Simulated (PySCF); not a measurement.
Planning a shielding job on `N[SiH](N)C[SiH3]`.

Method: GIAO PBE0/pcSseg-1 NMR shielding, non-relativistic, gas phase (PySCF 2.14.0, density-fitted response routines). Geometry: GFN2-xTB, MD frame at 425 fs, 400 K. Work: shieldings, density fitting. The input is one job of a driver script: a line of settings, then coordinates in Å.

Command:
```bash
OMP_NUM_THREADS=1 python probes_run.py task.json out
```

Input:
```
{"job": {"kind": "nmr", "xc": "PBE0", "basis": "pcSseg-1", "pop": false}, "charge": 0, "multiplicity": 1}
N     -0.797800    -0.817800    -1.631000
Si    -0.897400     0.608700    -0.663700
N     -2.341900     1.483500    -0.416900
C     -0.072300    -0.044900     0.947000
Si     1.799900    -0.408800     0.984400
H     -1.033700    -0.794700    -2.608200
H     -0.866900    -1.782800    -1.264200
H     -0.159300     1.619600    -1.429600
H     -2.319800     2.299100     0.205000
H     -3.013500     0.907600    -0.002700
H     -0.179800     0.676900     1.791400
H     -0.728400    -1.009000     1.205900
H      2.046200    -0.464600     2.495900
H      2.760000     0.486900     0.290500
H      2.213400    -1.822100     0.563400
```

Hardware: one thread, Arm Neoverse V1, shared host.

Q: How large is the basis?

A: 149 functions for 58 electrons, with 813 fitting functions; the fitted three-index integrals, 813 × 149 × 150/2 numbers of 8 bytes, come to 69 MiB.

Question: Which is nearest to the wall time?
A. 1.7 s
B. 0.22 s
C. 13 s

Answer: C. The run took 13 s. The SCF took 13 cycles.

The SCF part of the output:
```
coarse grid: 12664 points
cycle   1  E = -732.0815906331  dE =  9.777e-02  |g| = 6.080e-01  |ddm| = 3.329e+00
cycle   2  E = -732.0354079588  dE =  4.618e-02  |g| = 7.634e-01  |ddm| = 1.076e+00
cycle   3  E = -732.1629187115  dE = -1.275e-01  |g| = 4.520e-02  |ddm| = 6.432e-01
cycle   4  E = -732.1632999747  dE = -3.813e-04  |g| = 1.986e-02  |ddm| = 5.189e-02
cycle   5  E = -732.1633821986  dE = -8.222e-05  |g| = 6.670e-03  |ddm| = 2.014e-02
cycle   6  E = -732.1633935022  dE = -1.130e-05  |g| = 5.810e-04  |ddm| = 6.918e-03
cycle   7  E = -732.1633935834  dE = -8.122e-08  |g| = 1.849e-04  |ddm| = 8.154e-04
final grid: 110768 points
cycle   8  E = -732.1856460105  dE = -1.433e-05  |g| = 8.067e-03  |ddm| = 1.655e-02
cycle   9  E = -732.1856354743  dE =  1.054e-05  |g| = 1.077e-02  |ddm| = 1.395e-02
cycle  10  E = -732.1856599815  dE = -2.451e-05  |g| = 3.770e-04  |ddm| = 7.783e-03
cycle  11  E = -732.1856599971  dE = -1.557e-08  |g| = 2.089e-04  |ddm| = 4.223e-04
cycle  12  E = -732.1856600069  dE = -9.810e-09  |g| = 3.582e-05  |ddm| = 1.889e-04
cycle  13  E = -732.1856600071  dE = -2.592e-10  |g| = 6.519e-06  |ddm| = 3.379e-05
converged SCF energy = -732.1856600071
```

On the final grid dE counts from the start density on that grid.

Other jobs ran on the host; a repeat could differ by tens of per cent or more.
